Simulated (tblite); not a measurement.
Species: C6H8F3P.
SMILES with atom numbers: `[CH3:1][C:2]1=[CH:3][CH2:4][CH2:5][P:6]1[C:7]([F:8])([F:9])[F:10]` (hydrogens: H11, H12, H13 on C1; H14 on C3; H15, H16 on C4; H17, H18 on C5)

Geometry (GFN2-xTB, Å), atoms numbered from 1 in this order:
```
atom  x, y, z in Å
C1     1.7738   -1.5934   -0.3632
C2     0.8757   -0.4046   -0.3080
C3     1.1487    0.7933    0.1991
C4     0.0812    1.8377    0.1572
C5    -1.0581    1.3196   -0.7361
P6    -0.8130   -0.5022   -1.0204
C7    -1.6327   -1.0930    0.5944
F8    -1.2983   -0.3926    1.6911
F9    -2.9706   -1.0211    0.4960
F10   -1.3268   -2.3734    0.8517
H11    1.9241   -1.9015   -1.3978
H12    2.7387   -1.3697    0.0863
H13    1.3218   -2.4314    0.1681
H14    2.0948    1.0318    0.6616
H15    0.4755    2.7809   -0.2258
H16   -0.2744    2.0222    1.1745
H17   -2.0489    1.5109   -0.3200
H18   -1.0204    1.7928   -1.7204
```

Method: GFN2-xTB as coded in tblite; computed harmonic values from a numerical Hessian at the method's own geometry, unscaled. This tight-binding method is rough: wavenumbers can miss measured ones by several per cent, in bad cases by 10 to 20. One conformer, not necessarily the lowest.

Harmonic wavenumbers (cm⁻¹): 37.2, 88.6, 108.0, 130.6, 157.6, 223.0, 238.5, 253.2, 298.0, 371.4, 444.2, 451.6, 475.4, 498.6, 631.1, 653.0, 660.2, 716.8, 784.2, 811.8, 941.6, 946.8, 1008.4, 1026.1, 1040.4, 1047.3, 1076.9, 1086.3, 1104.7, 1142.6, 1173.5, 1227.5, 1251.6, 1293.6, 1400.9, 1437.1, 1464.1, 1468.4, 1471.7, 1688.1, 2949.1, 2964.0, 2976.9, 2981.8, 2997.6, 3012.3, 3035.2, 3079.3.

A = 1591, B = 1077, C = 865.3 MHz; mass 168.032 u (most abundant isotopes); point group C1, symmetry number 1.

What is the zero-point energy?

Half the sum of the wavenumbers: 28163 cm⁻¹ = 336.91 kJ/mol.

What is S at 298.15 K and 1 bar for an ideal gas of classical rigid rotors and harmonic oscillators?

Translation 172.76, rotation 124.52, vibration 132.74: S = 430.0 J/(mol K).

And Cp and H(298.15 K) − H(0)?

Cp = 171.53 J/(mol K), of which vibrations give 138.27 (their classical limit is 48 R = 399.1); H(298.15 K) − H(0) = 30.92 kJ/mol without the zero-point energy, 21.01 from vibrations.

How do the functions run with temperature in this model?

| T (K) | S (J/(mol K)) | Cp (J/(mol K)) | H − H(0) (kJ/mol) | G − H(0) (kJ/mol) | ln q(vib) |
| --- | --- | --- | --- | --- | --- |
| 50 | 251.8 | 55.9 | 2.11 | -10.48 | 0.58 |
| 100 | 299.1 | 82.8 | 5.60 | -24.30 | 1.85 |
| 373.15 | 471.9 | 202.5 | 44.97 | -131.13 | 9.61 |
| 500 | 537.5 | 246.2 | 73.54 | -195.22 | 13.14 |
| 750 | 649.3 | 304.0 | 142.95 | -344.03 | 19.72 |
| 1000 | 742.0 | 339.9 | 223.76 | -518.29 | 25.74 |

q(vib) and H(0) count from the zero-point level.

Blend soft modes into free rotors: weight 1/[1 + (100 cm⁻¹/ν̃)⁴] for the oscillator and the rest for a rotor with moment μB/(μ + B), μ = h/(8π²ν), B = 10⁻⁴⁴ kg m². What vibrational entropy results?

123.18 J/(mol K) in place of 132.74, which changes −T·S at 298.15 K by +2.85 kJ/mol.

What must be added to the electronic energy to get the Gibbs energy at 298.15 K and 1 bar?

ZPE + [H(298.15 K) − H(0)] − T·S = 336.91 + 30.92 − 128.21 = 239.62 kJ/mol.

Which modes carry the vibrational entropy at 298.15 K?

37.2 cm⁻¹: 22.61; 88.6 cm⁻¹: 15.44; 108.0 cm⁻¹: 13.83; 130.6 cm⁻¹: 12.29; 157.6 cm⁻¹: 10.79; 223.0 cm⁻¹: 8.09 J/(mol K); the other 42 give 49.70 together.

Hindered rotation and anharmonicity are outside this model. Other conformers, if any are populated, would add a mixing term that is left out. The structure is chiral; the term R ln 2 for an equal mix with its mirror image is left out.
